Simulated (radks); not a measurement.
Question: Species: Nb3.3+. Configuration: [Ar] 3d10 4s2 4p(up 3, down 2.7) 4d2 (fractional occupations, a model configuration). Calculated with a radial shooting solver on a logarithmic mesh with Libxc functionals: scalar-relativistic Kohn-Sham, BLYP, spin-polarised, spherical densities, finite nucleus; open shells are filled with parallel spins first (spin-orbit coupling, left out, can overturn this in heavy ions); Fermi nuclear charge, rms radius 4.324 fm. Some entries of the table are withheld. Estimate them.

| orbital | occ. | eigenvalue (hartree) | r(max) (bohr) |
|---|---|---|---|
| 1s up | 1 | -692.6750 | 0.02349 |
| 1s down | 1 | -692.6735 | 0.02349 |
| 2s up | 1 | -98.05993 | 0.1332 |
| 2s down | 1 | -98.04977 | 0.1332 |
| 2p up | 3 | -87.71724 | 0.1064 |
| 2p down | 3 | -87.70877 | 0.1064 |
| 3s up | 1 | -17.47096 | 0.3955 |
| 3s down | 1 | -17.46389 | 0.3955 |
| 3p up | 3 | -14.09146 | 0.3892 |
| 3p down | 3 | -14.08356 | 0.3892 |
| 3d up | 5 | (1) | 0.3341 |
| 3d down | 5 | (2) | 0.3342 |
| 4s up | 1 | -3.46590 | 1.027 |
| 4s down | 1 | -3.40184 | 1.023 |
| 4p up | 3 | -2.56767 | 1.112 |
| 4p down | 2.7 | -2.49933 | 1.108 |
| 4d up | 2 | -1.29930 | 1.379 |
| 4d down | 0 | -1.23357 | 1.380 |

Answer: 
(1) 3d up eigenvalue (hartree): -8.56517
(2) 3d down eigenvalue (hartree): -8.55412
